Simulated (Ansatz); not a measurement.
Calculated with Ansatz (gas phase, PBE0-D4/def2-TZVP geometries, no zero-point term in ΔE). CCSD(T)/CBS adds triple-zeta CCSD(T) − MP2 to the extrapolated MP2 energy (def2 sets, frozen cores). This one scheme is used for every species. DFT in def2-TZVPP. B3LYP here is the variant with VWN-RPA as its local correlation; programs differ in this. HSE06 is defined as in plane-wave codes. def2 core potentials past Kr. For Y outer-core shells are correlated without core-valence functions, which leaves a few kJ/mol of doubt a bond. Each species was taken in one conformer, which may not be the lowest.

Consider the ligand exchange at a Y–O bond: `[OH][Y]([F])[Cl]` + H–F → `[F][Y]([F])[Cl]` + H₂O.

```tsv
level	ΔE (kJ/mol)	difference from CCSD(T)/CBS
BLYP-D4	-55.0	-6.5
B97M-V	-56.6	-8.1
B3LYP-D4	-52.4	-3.9
HSE06-D4	-51.3	-2.8
BHLYP-D4	-50.4	-1.9
CAM-B3LYP-D4	-52.1	-3.6
PBE-QIDH	-47.2	1.3
revPBE	-57.8	-9.3
BLYP	-57.0	-8.5
r2SCAN	-54.8	-6.3
PBE0	-52.4	-3.9
r2SCAN0	-51.6	-3.1
CAM-B3LYP	-53.1	-4.6
CCSD/def2-SVP	-49.8	-1.3
CCSD/def2-TZVPP	-43.8	4.7
MP2/CBS(def2)	-45.7	2.8
CCSD(T)/CBS	-48.5	0
```

Largest T1 diagnostic among the species: 0.014.

From PBE to PBE0 (25 % exact exchange), in def2-TZVPP and without D4, ΔE moves by +3.1 kJ/mol. In def2-TZVPP, CCSD(T) changes the Hartree–Fock value by +8.0 kJ/mol (the triples alone add +0.4 kJ/mol) and MP2 by +10.8 kJ/mol.
